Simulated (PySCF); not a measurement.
## Spinor energies of N (nitrogen, neutral)

Start: [He] 2s2 2p3; 2p3/2 filled at m_j = -1/2, +1/2, +3/2. Calculated with PySCF 2.14 in x2c-SVPall-2c with one added diffuse shell of s type (4s2p1d, 15 functions): generalised Hartree-Fock with the X2C-1e Hamiltonian and a Gaussian nucleus; one run each with spin-orbit coupling (SO) switched off, then screened by Boettger's factors. This is a chosen level, not necessarily the ground level.

| spinor shell | electrons | ε, spin-free (eV) | ε, screened SO (eV) | weight of nominal j (screened SO) | rms radius, screened SO (bohr) |
| --- | --- | --- | --- | --- | --- |
| 1s1/2 | 2 | -425.32 | -425.32 | 1.000 | 0.265 |
| 2s1/2 | 2 | -25.207 | -25.207 | 1.000 | 1.50 |
| 2p3/2 | 3 | -15.587 | -15.587 | 0.666 | 1.56 |

```csv
quantity,spin-free,screened SO
E (hartree),-54.36606,-54.36606
M_J,3/2,3/2
⟨J²⟩,3.759,3.759
⟨L²⟩,0.000,0.000
⟨S²⟩,3.759,3.759
```

Each row is a mean over spinors that exchange with the open shell spreads, by up to 11.895 eV (2s1/2).

Rows whose weight is well below 1 are mixtures of j = l ± 1/2: exchange outweighs spin-orbit coupling there, and the label is only the starting occupation.

Without spin-orbit coupling the j labels of p, d and f shells carry no meaning; the spin-free column gives the mean over the occupied spinors of each nl shell.
